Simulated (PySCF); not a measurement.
BeF, SMILES [Be][F], multiplicity 2. Atoms are numbered in the order given.

```xyz
2

Be     0.0000     0.0000    -0.9497
F      0.0000     0.0000     0.4221
```
Charge 0, spin multiplicity 2.

Coordinates come from a B3LYP-D3(BJ)/def2-TZVPD optimisation. The spin state was assumed, not searched.

The numbers are results of ωB97X/def2-TZVPD (PySCF), not measurements.

Mulliken values depend strongly on the basis, most of all with diffuse functions as here. ESP charges are fitted to the potential on shells at 1.4 to 2.0 van der Waals radii. Atomic charges (e):

| atom | meta-Löwdin | Mulliken | ESP fit | Mulliken spin |
|---|---|---|---|---|
| Be1 | 0.88 | 0.09 | 0.23 | 1.01 |
| F2 | -0.88 | -0.09 | -0.23 | -0.01 |
